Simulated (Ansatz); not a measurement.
Isolated molecules relaxed with PBE0-D4/def2-TZVP in Ansatz; ΔE leaves out vibrations. CCSD(T)/CBS is the MP2 limit (def2-TZVPP, def2-QZVPP) plus CCSD(T) − MP2 in def2-TZVPP, frozen cores. Functionals use def2-TZVPP. B3LYP here is the variant with VWN-RPA as its local correlation; programs differ in this. HSE06 is defined as in plane-wave codes. For Ge outer-core shells are correlated without core-valence functions, which leaves a few kJ/mol of doubt a bond. Scalar relativity is left out up to krypton. Each species was taken in one conformer, which may not be the lowest.

Reaction (cleavage of the Al–Ge bond): `[SiH3][AlH][GeH3]` + `[SiH3]S` → `[SiH3][AlH][S][SiH3]` + GeH₄

`[SiH3][AlH][GeH3]`:

Cartesian coordinates in Å:
```
Si 1.981 -0.720 0.387
Al 0.063 -0.121 -1.029
Ge -1.983 0.764 0.059
H 2.422 0.462 1.184
H 3.161 -1.221 -0.372
H 1.586 -1.778 1.363
H 0.117 -0.292 -2.609
H -1.672 2.043 0.865
H -2.553 -0.251 1.072
H -3.122 1.113 -0.918
```

`[SiH3]S`:

Z-matrix (Å, degrees):
```
Si
S 1 2.137
H 1 1.485 2 111.6
H 1 1.485 2 111.6 3 -122.0
H 1 1.482 2 104.8 3 119.0
H 2 1.344 1 94.7 3 60.9
```

`[SiH3][AlH][S][SiH3]`:

```xyz
11

Si   -1.426   -1.233   -0.061
Al    0.637   -1.045    1.254
S     2.025    0.613    0.937
Si    1.004    1.685   -0.604
H    -1.201   -0.906   -1.497
H    -1.980   -2.614    0.015
H    -2.465   -0.298    0.458
H     1.084   -2.062    2.382
H    -0.456    1.746   -0.335
H     1.558    3.062   -0.618
H     1.220    1.054   -1.930
```

GeH₄:

Cartesian coordinates in Å:
```
Ge 0.000 0.000 0.000
H 0.667 0.060 1.380
H 0.066 1.383 -0.660
H -1.466 -0.422 0.159
H 0.734 -1.021 -0.879
```

**Question.** Is it downhill or uphill in electronic energy at CCSD(T)/CBS, and by how much? (Best estimate.)

**Answer.** Ansatz gave: Downhill: ΔE = -24.5 kcal/mol.

**Question.** What do these levels give: HSE06-D4, PBE-QIDH, B3LYP, CAM-B3LYP, LC-ωPBE, HF/def2-QZVPP? (An estimate is asked.)

**Answer.** Ansatz gave: HSE06-D4 -23.6, PBE-QIDH -24.7, B3LYP -21.9, CAM-B3LYP -23.1, LC-ωPBE -23.7, HF/def2-QZVPP -24.3 kcal/mol.

Largest T1 diagnostic among the species: 0.013.

From PBE to PBE0 (25 % exact exchange), in def2-TZVPP and without D4, ΔE moves by −1.0 kcal/mol. The D4 term adds −2.3 kcal/mol with B3LYP and −1.2 kcal/mol with PBE0; it sums over pairs of atoms, weighted by their polarisabilities, and B3LYP, whose exchange is more repulsive, gets the larger term.
